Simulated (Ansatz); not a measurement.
SiFI3, SMILES F[Si](I)(I)I.

The structure is a stationary point at B3LYP-D3(BJ)/def2-SVP. The def2 effective core potentials stand for the cores of I; spin–orbit coupling is left out.

Two levels are set side by side: PBE/def2-SVPD (Ansatz, an electronic-structure program) and PBE0/def2-SVPD (Ansatz). Energy differences of separate SCF runs at the same geometry; the states with an electron removed or added have multiplicity 2 and 2. Differences are taken from unrounded values.

```tsv
quantity	PBE
vertical ionisation energy (eV)	9.08
vertical electron affinity (eV)	1.17
vertical singlet–triplet gap (eV)	3.40
```

**Question.** These are the PBE values. What does PBE0 give? (An estimate is asked for; the answer gives what the named calculation found.)

**Answer.** 
| quantity | PBE0 | PBE minus PBE0 |
|---|---|---|
| vertical ionisation energy (eV) | 9.54 | -0.46 |
| vertical electron affinity (eV) | 1.12 | 0.05 |
| vertical singlet–triplet gap (eV) | 3.84 | -0.44 |
